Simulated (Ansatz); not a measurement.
Two isomers of CH4ClFGeO: A = `[CH3][Ge]([OH])([F])[Cl]`, B = `[OH][GeH]([F])[CH2]Cl`.

Calculated with Ansatz (gas phase, PBE0-D4/def2-TZVP geometries, no zero-point term in ΔE). CCSD(T)/CBS is the MP2 limit (def2-TZVPP, def2-QZVPP) plus CCSD(T) − MP2 in def2-TZVPP, frozen cores. DFT in def2-TZVPP. B3LYP here is the variant with VWN-RPA as its local correlation; programs differ in this. For Ge outer-core shells are correlated without core-valence functions, which leaves a few kJ/mol of doubt a bond. Scalar relativity is left out up to krypton. One conformer a species, not always the lowest.

Q: Which isomer does CCSD(T)/CBS put lower? Give the gap. (Estimate.)

A: Ansatz gave: A, by 41.4 kcal/mol.

Q: Give E(B) − E(A) in kcal/mol with HF/def2-TZVPP, CCSD/def2-TZVPP, B2PLYP, PBE0-D4, ωB97M-V, PBE-D4, B3LYP-D4. (An estimate is asked.)

A: Ansatz gave: HF/def2-TZVPP 43.7, CCSD/def2-TZVPP 42.1, B2PLYP 42.0, PBE0-D4 41.8, ωB97M-V 41.9, PBE-D4 40.5, B3LYP-D4 41.5. None reverses the order clearly.

Largest T1 diagnostic: 0.011.

From PBE to PBE0 (25 % exact exchange), in def2-TZVPP and without D4, E(B) − E(A) moves by +1.3 kcal/mol.
